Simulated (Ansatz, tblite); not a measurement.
Cost and result up the ladder for (BeO)2 ring (Be2O2) (4 atoms). Total charge 0; singlet. Geometry: PBE-D4/def2-TZVP.

Cartesian coordinates in Å:
```
Be -0.857 0.023 -0.144
O 0.198 -0.109 -1.195
Be 0.857 -0.023 0.144
O -0.198 0.109 1.195
```

Ansatz on 4 threads of AMD EPYC 7B13 on a shared host; xTB runs through tblite on one thread. Times are rough, summed over both states, and most runs start from the orbitals of an earlier one. PBE0-D4/def2-TZVP serves as the yardstick here, not as an exact answer. The other state is a triplet.

The xTB rows come from tblite.

xTB has no spin-polarisation term.

```csv
level,functions,wall time,vertical triplet (eV),difference from PBE0-D4/def2-TZVP (eV)
GFN2-xTB,16,0.006 s,3.22,0.08
GFN1-xTB,16,0.007 s,2.70,-0.44
PBE-D4/def2-TZVP (with forces),100,1.4 s,2.89,-0.25
PBE0-D4/def2-TZVP,100,1.4 s,3.14,0.00
r2SCAN-D4/def2-TZVP,100,2.1 s,2.96,-0.18
```
